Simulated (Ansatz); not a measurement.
Basis-set series for `F[Se]` radical. The species carries charge 0 and has multiplicity 2. Geometry: relaxed with PBE0-D4/def2-TZVP.

```tsv
functional	basis	functions	energy (Eh)	HOMO (eV)	LUMO (eV)
PBE0-D4	def2-TZVPP	79	-2501.00731	-6.98	-4.43
PBE0-D4	def2-QZVPP	146	-2501.06470	-7.02	-4.45
ωB97M-V	def2-TZVPP	79	-2501.23134	-9.20	-2.31
ωB97M-V	def2-QZVPP	146	-2501.28701	-9.25	-2.35
```

(1) Give the rows for def2-SVP. (Estimate.)

Answers

(1) Ansatz gave: 
```json
{"functional": "PBE0-D4", "basis": "def2-SVP", "functions": "46", "energy (Eh)": "-2500.58098", "HOMO (eV)": "-6.78", "LUMO (eV)": "-4.32"}
{"functional": "ωB97M-V", "basis": "def2-SVP", "functions": "46", "energy (Eh)": "-2500.80320", "HOMO (eV)": "-9.00", "LUMO (eV)": "-2.10"}
```

HOMO and LUMO are taken over both spins. Scalar relativity is left out up to krypton.
